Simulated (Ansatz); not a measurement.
Cost and result for the atomization energy of CH$_{9}$B$_{2}$GaSi (14 atoms, 14 bonds).

```xyz
14

B    -1.735   -1.012    0.192
B    -0.622   -0.077    0.690
Ga    0.020   -2.211   -0.257
C     0.488    0.891    1.018
Si    0.799    1.923   -0.551
H    -2.504   -1.677    0.818
H    -1.822   -1.011   -1.034
H     1.384   -1.733   -0.898
H    -0.278   -3.752   -0.219
H     1.437    0.438    1.317
H     0.173    1.622    1.771
H     0.999    1.045   -1.729
H    -0.361    2.816   -0.785
H     2.023    2.737   -0.333
```

Total charge 0; spin multiplicity 1. Correlated methods include outer-core shells of Ga, which these sets cover unevenly. Scalar relativity is left out up to krypton. The bonds changed during the relaxation, so this is another structure than the one it started from. All single points use the PBE0-D4/def2-TZVP geometry. It is one conformer, not always the lowest. Program: Ansatz. All runs use 2 threads of an AMD EPYC 7R13 on a shared host and a share of an NVIDIA H100 80 GB. Times are those of one run each, without the atoms' runs, and a repeat can differ threefold. Electronic energies, without spin–orbit coupling; frozen cores. CCSD(T)/CBS adds CCSD(T) − MP2 in def2-TZVPP to the MP2 limit, and its time is that of the two runs behind it. T1 = 0.014. With those shells the extrapolation isn't a true limit. HSE06 is the plane-wave form, built on full-range PBE exchange.

CCSD(T)/CBS is a level of theory with its own doubt, some kJ/mol a heavy atom from the limit and from the frozen cores, so smaller differences don't rank the functionals.

```csv
level,functions,wall time
CCSD(T)/def2-SVP,137,3.8 s
r2SCANh-D4/def2-TZVPP,309,4 s
PBE0-D4/def2-TZVPP,309,4.5 s
ωB97X-V/def2-TZVPP,309,4.8 s
BLYP-D4/def2-TZVPP,309,4.9 s
HSE06-D4/def2-TZVPP,309,6 s
B2PLYP/def2-TZVPP,309,6 s
B97M-V/def2-TZVPP,309,6.5 s
CAM-B3LYP-D4/def2-TZVPP,309,6.5 s
ωB97M-V/def2-TZVPP (with forces),309,6.5 s
CCSD(T)/def2-TZVPP,309,6.6 s
MP2/def2-QZVPP,600,7.5 s
CCSD(T)/CBS(def2),–,14 s
```

Q: What atomization energy does each give, and how far from CCSD(T)/CBS? (An estimate is asked.)

A: Ansatz gave: 
```csv
level,atomization (kJ/mol),difference from CCSD(T)/CBS,per bond
CCSD(T)/def2-SVP,4227.0,-215.7,-15.4
r2SCANh-D4/def2-TZVPP,4488.2,45.5,3.3
PBE0-D4/def2-TZVPP,4465.8,23.1,1.7
ωB97X-V/def2-TZVPP,4474.0,31.3,2.2
BLYP-D4/def2-TZVPP,4410.3,-32.4,-2.3
HSE06-D4/def2-TZVPP,4467.6,24.9,1.8
B2PLYP/def2-TZVPP,4400.2,-42.5,-3.0
B97M-V/def2-TZVPP,4515.9,73.2,5.2
CAM-B3LYP-D4/def2-TZVPP,4473.7,31.0,2.2
ωB97M-V/def2-TZVPP (with forces),4467.0,24.3,1.7
CCSD(T)/def2-TZVPP,4360.3,-82.4,-5.9
MP2/def2-QZVPP,4426.4,-16.3,-1.2
CCSD(T)/CBS(def2),4442.7,0.0,0.0
```

From BLYP to BHLYP (50 % exact exchange), in def2-TZVPP and without D4, the atomization energy moves by +14.6 kJ/mol. At CCSD(T), def2-SVP lies −215.6 kJ/mol from the extrapolated value and def2-TZVPP −82.4 kJ/mol: correlation converges slowly with the basis, and small sets miss more of it in the bonded molecule than in its fragments. The D4 term adds +54.2 kJ/mol with B3LYP and +28.8 kJ/mol with PBE0; it sums over pairs of atoms, weighted by their polarisabilities, and B3LYP, whose exchange is more repulsive, gets the larger term.

B3LYP here is the variant with VWN-RPA as its local correlation; programs differ in this.
